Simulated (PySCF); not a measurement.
**Pt (platinum, neutral) across methods**

[Xe] 4f14 5d9 6s1, high-spin 3D determinant. Computed with PySCF 2.14 in aug-cc-pV5Z-PP with ECP60MDF (8s8p7d5f4g3h2i, 197 functions), with a scalar-relativistic core potential.

```json
{"method": "r2SCAN", "E (hartree)": "-119.4198", "mean ε 5d α (eV)": "-7.257", "mean ε 5d β (eV)": "-5.983", "mean ε 6s α (eV)": "-5.843", "Σ⟨r²⟩ (bohr²)": "52.00", "⟨S²⟩": "2.003"}
{"method": "LDA", "E (hartree)": "-119.1846", "mean ε 5d α (eV)": "-6.861", "mean ε 5d β (eV)": "-5.970", "mean ε 6s α (eV)": "-6.310", "Σ⟨r²⟩ (bohr²)": "52.46", "⟨S²⟩": "2.000"}
{"method": "PBE", "E (hartree)": "-119.4131", "mean ε 5d α (eV)": "-6.634", "mean ε 5d β (eV)": "-5.698", "mean ε 6s α (eV)": "-5.950", "Σ⟨r²⟩ (bohr²)": "52.31", "⟨S²⟩": "2.001"}
{"method": "PBE0", "E (hartree)": "-119.3683", "mean ε 5d α (eV)": "-8.076", "mean ε 5d β (eV)": "-7.067", "mean ε 6s α (eV)": "-6.616", "Σ⟨r²⟩ (bohr²)": "51.83", "⟨S²⟩": "2.001"}
{"method": "UHF", "E (hartree)": "-118.51637", "mean ε 5d α (eV)": "-11.841", "mean ε 5d β (eV)": "-10.580", "mean ε 6s α (eV)": "-7.904", "Σ⟨r²⟩ (bohr²)": "52.07", "⟨S²⟩": "2.004"}
```

Energies and moments cover only the electrons outside the core potential. Spin-orbit coupling, absent here, splits the open shell strongly.
